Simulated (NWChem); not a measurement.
System: C$_{2}$H$_{4}$FNSi; SMILES F[C@@H]1N=C[SiH2]1

NWChem input:

```
start job
memory heap 200 mb stack 900 mb global 1100 mb
geometry units angstroms noautosym nocenter noautoz
  F      0.476851    -1.854705    -0.260576
  C      0.037417    -0.769056     0.466536
  N     -1.305367    -0.322514     0.014268
  C     -1.133148     0.936913    -0.225971
  Si     0.739193     0.979139     0.018034
  H     -0.015273    -1.068687     1.519399
  H     -1.975544     1.569655    -0.509779
  H      1.372968     1.872731     1.031869
  H      1.536176     1.027801    -1.235278
end
basis spherical
  * library 6-31g*
end
dft
  xc m06-2x
  iterations 150
end
cosmo
  do_cosmo_smd true
  solvent propnol2
end
task dft energy
```

Parts of the log:

```
             Northwest Computational Chemistry Package (NWChem) 7.3.0
             --------------------------------------------------------

                             Geometry "geometry" -> ""
                             -------------------------

 Output coordinates in angstroms (scale by  1.889725989 to convert to a.u.)

  No.       Tag          Charge          X              Y              Z
 ---- ---------------- ---------- -------------- -------------- --------------
    1 F                    9.0000     0.47685100    -1.85470500    -0.26057600
    2 C                    6.0000     0.03741700    -0.76905600     0.46653600
    3 N                    7.0000    -1.30536700    -0.32251400     0.01426800
    4 C                    6.0000    -1.13314800     0.93691300    -0.22597100
    5 Si                  14.0000     0.73919300     0.97913900     0.01803400
    6 H                    1.0000    -0.01527300    -1.06868700     1.51939900
    7 H                    1.0000    -1.97554400     1.56965500    -0.50977900
    8 H                    1.0000     1.37296800     1.87273100     1.03186900
    9 H                    1.0000     1.53617600     1.02780100    -1.23527800

 Effective nuclear repulsion energy (a.u.)     216.1081398978

                                 NWChem DFT Module
                                 -----------------

 Summary of "ao basis" -> "ao basis" (spherical)
 ------------------------------------------------------------------------------
       Tag                 Description            Shells   Functions and Types
 ---------------- ------------------------------  ------  ---------------------
 F                           6-31g*                  6       14   3s2p1d
 C                           6-31g*                  6       14   3s2p1d
 N                           6-31g*                  6       14   3s2p1d
 Si                          6-31g*                  8       18   4s3p1d
 H                           6-31g*                  2        2   2s

 in cosmo_initialize ...
 calling solv_data for solv:propnol2

 solvent parameters
 solvname_short: propnol2
 solvname_long:  2-propanol
 dielec:       19.2640
 dielecinf:     1.8978
 nonaqueous SMD model solvent descriptors
 dielec:       19.2640
 sola:          0.3300
 solb:          0.5600
 solc:          0.0000
 solg:         30.1300
 solh:          0.0000
 soln:          1.3776

          ---------------
          -cosmo- solvent
          ---------------
 Cosmo: York-Karplus, doi: 10.1021/jp992097l
 dielectric constant -eps-     =  19.26
 screen = (eps-1)/(eps    )    =   0.94809
 surface charge correction     = lagrangian

   van der Waals surface
 --------------------------

 ---------- ATOMIC COORDINATES (A.U.) ------------ VDWR(ANG.) --
     1    0.90111773   -3.50488424   -0.49241724     1.730
     2    0.07070788   -1.45330511    0.88162520     1.850
     3   -2.46678594   -0.60946309    0.02696261     1.890
     4   -2.14133922    1.77050885   -0.42702327     1.850
     5    1.39687222    1.85030441    0.03407932     2.470
     6   -0.02886179   -2.01952560    2.87124778     1.200
     7   -3.73323684    2.96621785   -0.96334262     1.200
     8    2.59453331    3.53894844    1.94994967     1.200
     9    2.90295171    1.94226226   -2.33433694     1.200
 number of segments per atom =        128
 number of   points per atom =        128
 atom (   nspa,  nppa )
 ----------------------
    1 (     81,     0 )       0
    2 (     19,     0 )       0
    3 (     61,     0 )       0
    4 (     44,     0 )       0
    5 (     86,     0 )       0
    6 (     51,     0 )       0
    7 (     55,     0 )       0
    8 (     35,     0 )       0
    9 (     31,     0 )       0
 number of -cosmo- surface points =      463
 molecular surface =    120.476 angstrom**2
 molecular volume  =    109.246 angstrom**3
 -lineq- algorithm             =   0
 -bem- low  level              =   3
 -bem- from -octahedral-
 gaussian surface charge width =   4.50000
 degree of switching           =   1.00000
 switching function tolerance  =   0.00010
 atomic radii =
 --------------
    1  9.000  1.730
    2  6.000  1.850
    3  7.000  1.890
    4  6.000  1.850
    5 14.000  2.470
    6  1.000  1.200
    7  1.000  1.200
    8  1.000  1.200
    9  1.000  1.200
 ...... end of -cosmo- initialization ......

 nat:                     9
 ixmem:                  4523
 calling mnsol_interface()
 G(SMD-CDS) energy (kcal/mol)  =     1.351
 SMD-CDS SASA (angstrom**2)    =   137.564

            General Information
            -------------------
          SCF calculation type: DFT
          Wavefunction type:  closed shell.
          No. of atoms     :     9
          No. of electrons :    46
           Alpha electrons :    23
            Beta electrons :    23
          Charge           :     0
          Spin multiplicity:     1
          Use of symmetry is: off; symmetry adaption is: off
          Maximum number of iterations: 150
          AO basis - number of functions:    82
                     number of shells:    40
          Convergence on energy requested:  1.00D-06
          Convergence on density requested:  1.00D-05
          Convergence on gradient requested:  5.00D-04

              XC Information
              --------------
                       M06-2X Method XC Functional
                     Hartree-Fock (Exact) Exchange  0.540
                        M06-2X Exchange Functional  1.000
                      M06-2X Correlation Potential  1.000

             Grid Information
             ----------------
          Grid used for XC integration:  medium
          Radial quadrature: Mura-Knowles
          Angular quadrature: Lebedev.
          Tag              B.-S. Rad. Rad. Pts. Rad. Cut. Ang. Pts.
          ---              ---------- --------- --------- ---------
          F                   0.50       49          11.0       434
          C                   0.70       49           9.0       434
          N                   0.65       49          10.0       434
          Si                  1.10       88           8.0       590
          H                   0.35       45          10.0       434
          Grid pruning is: on
          Number of quadrature shells:   464
          Spatial weights used:  Erf1

      Superposition of Atomic Density Guess
      -------------------------------------

 Sum of atomic energies:        -519.79681624

      Non-variational initial energy
      ------------------------------

 Total energy =    -521.933355
 1-e energy   =   -1146.664548
 2-e energy   =     408.623053
 HOMO         =      -0.258334
 LUMO         =      -0.028819

   convergence    iter        energy       DeltaE   RMS-Dens  Diis-err
 ---------------- ----- ----------------- --------- --------- ---------
     COSMO gas phase
 d= 0,ls=0.0,diis     1   -522.4063572662 -7.39D+02  1.16D-02  6.04D-01
 d= 0,ls=0.0,diis     2   -522.4139616507 -7.60D-03  5.59D-03  7.67D-01
 d= 0,ls=0.0,diis     3   -522.4868626133 -7.29D-02  1.16D-03  1.36D-02
 d= 0,ls=0.0,diis     4   -522.4878768249 -1.01D-03  6.48D-04  6.29D-03
 d= 0,ls=0.0,diis     5   -522.4885644370 -6.88D-04  1.53D-04  2.41D-04
  Resetting Diis
 d= 0,ls=0.0,diis     6   -522.4885949859 -3.05D-05  4.57D-05  2.07D-05
 d= 0,ls=0.0,diis     7   -522.4885974617 -2.48D-06  2.83D-05  1.99D-06
 d= 0,ls=0.0,diis     8   -522.4885974767 -1.50D-08  1.22D-05  2.39D-06
 d= 0,ls=0.0,diis     9   -522.4885977637 -2.87D-07  2.61D-06  1.15D-07

   convergence    iter        energy       DeltaE   RMS-Dens  Diis-err
 ---------------- ----- ----------------- --------- --------- ---------
     COSMO solvation phase
 d= 0,ls=0.0,diis     1   -522.4936075961 -5.01D-03  2.18D-03  4.30D-03
 d= 0,ls=0.0,diis     2   -522.4946334688 -1.03D-03  4.41D-04  3.25D-03
 d= 0,ls=0.0,diis     3   -522.4949384060 -3.05D-04  2.84D-04  3.14D-04
 d= 0,ls=0.0,diis     4   -522.4949818906 -4.35D-05  6.50D-05  4.62D-05
 d= 0,ls=0.0,diis     5   -522.4949868447 -4.95D-06  2.22D-05  3.43D-06
 d= 0,ls=0.0,diis     6   -522.4949871856 -3.41D-07  5.87D-06  2.67D-07

         Total DFT energy =     -522.494987185607
      One electron energy =    -1149.625565762176
           Coulomb energy =      461.472991830510
    Exchange-Corr. energy =      -50.521940640559
 Nuclear repulsion energy =      216.108139897772

             COSMO energy =        0.071387488846

 Numeric. integr. density =       45.999989482609

                                COSMO-SMD solvation results
                                ---------------------------

             internal energy in gas <Psi(g)|H|Psi(g)> =      -522.488597763703
         internal energy in solvent <Psi(s)|H|Psi(s)> =      -522.486883345316
                               delta internal energy  =         0.001714418386 (    1.08 kcal/mol)
   total free energy in solvent <Psi(s)|H+V/2|Psi(s)> =      -522.497139794089
 polarization energy contribution <Psi(s)|V/2|Psi(s)> =        -0.010256448773 (   -6.44 kcal/mol)
    total free energy in solvent including G(SMD-CDS) =      -522.494987185607
                       G(SMD-CDS) energy contribution =         0.002152608482 (    1.35 kcal/mol)
     1 M fixed-concentration free energy of solvation =        -0.006389421905 (   -4.01 kcal/mol)

                       DFT Final Molecular Orbital Analysis
                       ------------------------------------

 Vector   21  Occ=2.000000D+00  E=-3.876315D-01
              MO Center= -2.2D-01,  4.6D-01, -1.1D-01, r^2= 3.4D+00
   Bfn.  Coefficient  Atom+Function         Bfn.  Coefficient  Atom+Function
  ----- ------------  ---------------      ----- ------------  ---------------
    33      0.345954  3 N  pz                47      0.272971  4 C  pz
    37      0.241002  3 N  pz                65     -0.233997  5 Si pz
    82      0.209312  9 H  s                 51      0.185601  4 C  pz
    80     -0.167386  8 H  s                 81      0.166737  9 H  s
    79     -0.128641  8 H  s                  4      0.118434  1 F  py

 Vector   22  Occ=2.000000D+00  E=-3.537385D-01
              MO Center= -1.3D-01,  7.1D-03,  8.9D-02, r^2= 2.9D+00
   Bfn.  Coefficient  Atom+Function         Bfn.  Coefficient  Atom+Function
  ----- ------------  ---------------      ----- ------------  ---------------
    45     -0.288183  4 C  px                64     -0.277420  5 Si py
    18      0.268313  2 C  py                 4     -0.194307  1 F  py
    19     -0.192928  2 C  pz                20      0.193703  2 C  s
    76     -0.163544  6 H  s                  8     -0.153490  1 F  py
    63      0.151905  5 Si px                75     -0.152559  6 H  s

 Vector   23  Occ=2.000000D+00  E=-3.085195D-01
              MO Center= -6.3D-01,  4.7D-02,  8.8D-02, r^2= 2.9D+00
   Bfn.  Coefficient  Atom+Function         Bfn.  Coefficient  Atom+Function
  ----- ------------  ---------------      ----- ------------  ---------------
    31      0.400415  3 N  px                35      0.319369  3 N  px
    17     -0.249681  2 C  px                63      0.231064  5 Si px
    32      0.193248  3 N  py                34     -0.188075  3 N  s
    64      0.169093  5 Si py                36      0.167758  3 N  py
    80      0.168334  8 H  s                 62     -0.161885  5 Si s

 Vector   24  Occ=0.000000D+00  E= 7.314847D-03
              MO Center= -8.9D-01,  4.7D-01, -7.6D-02, r^2= 2.5D+00
   Bfn.  Coefficient  Atom+Function         Bfn.  Coefficient  Atom+Function
  ----- ------------  ---------------      ----- ------------  ---------------
    51     -0.478136  4 C  pz                37      0.459419  3 N  pz
    33      0.386196  3 N  pz                47     -0.368981  4 C  pz
    69     -0.344530  5 Si pz                82     -0.323679  9 H  s
    80      0.247340  8 H  s                 35     -0.147801  3 N  px
    20      0.133822  2 C  s                 50     -0.121090  4 C  py

 Vector   25  Occ=0.000000D+00  E= 3.238273D-02
              MO Center=  8.7D-01,  1.0D+00,  2.8D-02, r^2= 4.0D+00
   Bfn.  Coefficient  Atom+Function         Bfn.  Coefficient  Atom+Function
  ----- ------------  ---------------      ----- ------------  ---------------
    68      0.813336  5 Si py                20      0.571968  2 C  s
    48     -0.562552  4 C  s                 67     -0.539540  5 Si px
    64      0.264588  5 Si py                22      0.252472  2 C  py
    69     -0.238616  5 Si pz                49     -0.223517  4 C  px
    63     -0.191005  5 Si px                21      0.181942  2 C  px

 Vector   26  Occ=0.000000D+00  E= 9.044454D-02
              MO Center=  8.8D-01,  1.1D+00,  1.6D-01, r^2= 4.8D+00
   Bfn.  Coefficient  Atom+Function         Bfn.  Coefficient  Atom+Function
  ----- ------------  ---------------      ----- ------------  ---------------
    67      1.379976  5 Si px                68      0.860772  5 Si py
    20      0.780092  2 C  s                 82     -0.710284  9 H  s
    48      0.653307  4 C  s                 34      0.470298  3 N  s
    80     -0.451801  8 H  s                 69     -0.376171  5 Si pz
    21      0.319584  2 C  px                49      0.240533  4 C  px

     Multipole analysis of the density
     ---------------------------------

     L   x y z        total         alpha         beta         nuclear
     -   - - -        -----         -----         ----         -------
     0   0 0 0     -0.000000    -23.000000    -23.000000     46.000000

     1   1 0 0      0.517706      0.403669      0.403669     -0.289633
     1   0 1 0      1.318532      1.446672      1.446672     -1.574813
     1   0 0 1      0.439190     -0.023016     -0.023016      0.485223

     2   2 0 0    -27.898252    -80.878875    -80.878875    133.859498
     2   1 1 0     -1.621590     -0.173202     -0.173202     -1.275186
     2   1 0 1      0.596965     -1.633542     -1.633542      3.864048
     2   0 2 0    -27.226021   -124.484542   -124.484542    221.743063
     2   0 1 1     -1.791188      0.210666      0.210666     -2.212520
     2   0 0 2    -25.678559    -26.031689    -26.031689     26.384818
```

Level: M06-2X/6-31G* (spherical d), SMD on the gas-phase geometry. Structure relaxed at the B3LYP/6-31G* (spherical d) level. Solvent: 2-propanol.
